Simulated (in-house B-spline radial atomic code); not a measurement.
**In3+: [He] 2s2 (2p1/2)2 (2p3/2)3 3s2 3p6 3d10 4s2 (4p1/2)1 (4p3/2)4 4d10 5s2 (with a hole in an inner shell)**

Method: Dirac-Kohn-Sham B3LYP, spherical fractional occupations, Fermi nucleus of rms radius 4.6156 fm. Calculated with a radial B-spline atomic code at the basis-set limit.

Z_r = [3n² - l(l+1)]/(2<r>); Z_e = n√(-2ε); the last column is Slater's effective charge. Values are occupation-weighted means over j. An effective charge above Z reflects the relativistic contraction of the inner shells.

```
shell  electrons   ε (eV)  <r> (bohr)    Z_r    Z_e  Slater
   1s          2   -28041      0.0297  50.51  45.40   48.70
   2s          2  -4332.2      0.1273  47.13  35.69   45.20
   2p          5  -3931.5      0.1107  45.16  34.00   45.20
   3s          2  -880.32       0.343  39.36  24.13   38.60
   3p          6  -741.25        0.34  36.76  22.14   38.60
   3d         10  -523.69      0.3145  33.38  18.61   28.85
   4s          2  -172.99      0.8219  29.20  14.26   22.60
   4p          5  -128.09      0.8859  25.96  12.27   22.60
   4d         10  -64.003       1.046  20.08   8.68   11.85
   5s          2  -38.815       2.088  17.96   8.45    7.20
```

The least bound orbital is 5s1/2 at -38.82 eV, and it is also the most diffuse (<r> = 2.088 bohr). The part-filled 2p shell lies below the filled 5s shell in orbital energy.

For the 1s electron the small component carries 3.24 % of the norm, the zero-frequency Breit interaction raises the level by 62.3 eV, self-energy by 35.83 eV, and vacuum polarisation lowers it by 4.642 eV.

Caution: exact exchange at fractional occupations of open shells leaves self-interaction of up to several eV.
